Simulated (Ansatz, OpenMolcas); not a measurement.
**How methods differ on [SiF3]− (SMILES F[Si-](F)F)**

The species is [SiF3]− (4 atoms), meant as a singlet with charge -1. SMILES: `F[Si-](F)F`. Geometry: relaxed at GFN2-xTB.

```xyz
4

Si   -0.0045    0.0058    0.6851
F     1.4283   -0.0310   -0.2170
F    -0.6873    1.2503   -0.2428
F    -0.7365   -1.2251   -0.2253
```

Each level gives the energy change with the Si1–F4 bond stretched from 1.697 to 3.394 Å (eV). The values are calculated.

```
                        level                    kind     program  value (eV)
       HF/STO-3G (restricted)            Hartree–Fock  OpenMolcas        7.12
    SVWN5/STO-3G (restricted)                     LDA      Ansatz        4.75
      PBE/STO-3G (restricted)                     GGA      Ansatz        4.30
   r2SCAN/STO-3G (restricted)                meta-GGA  OpenMolcas        4.56
    BHLYP/STO-3G (restricted)           global hybrid      Ansatz        6.04
   M06-2X/STO-3G (restricted)         hybrid meta-GGA  OpenMolcas        5.93
CAM-B3LYP/STO-3G (restricted)  range-separated hybrid      Ansatz        5.69
             MRCI(2,2)/STO-3G          multireference  OpenMolcas        4.84
        SC-NEVPT2(2,2)/STO-3G          multireference  OpenMolcas        4.81
   CCSDTQ/STO-3G (restricted)   coupled cluster or CI      Ansatz        4.84
```

A spin-restricted reference rises too steeply as a bond breaks; here HF/STO-3G, BHLYP/STO-3G, M06-2X/STO-3G, CAM-B3LYP/STO-3G lie well above the multireference or unrestricted value. Where it was recorded, the anion's HOMO is positive in HF/STO-3G, r2SCAN/STO-3G, M06-2X/STO-3G: a fault of the level (basis or self-interaction), which says nothing on whether the real anion is bound. Sets without diffuse functions describe the anion poorly. The first shape isn't each level's own minimum. The values span 4.30 to 7.12 eV. All rows use very small basis sets, so none should be taken for the real molecule's value.
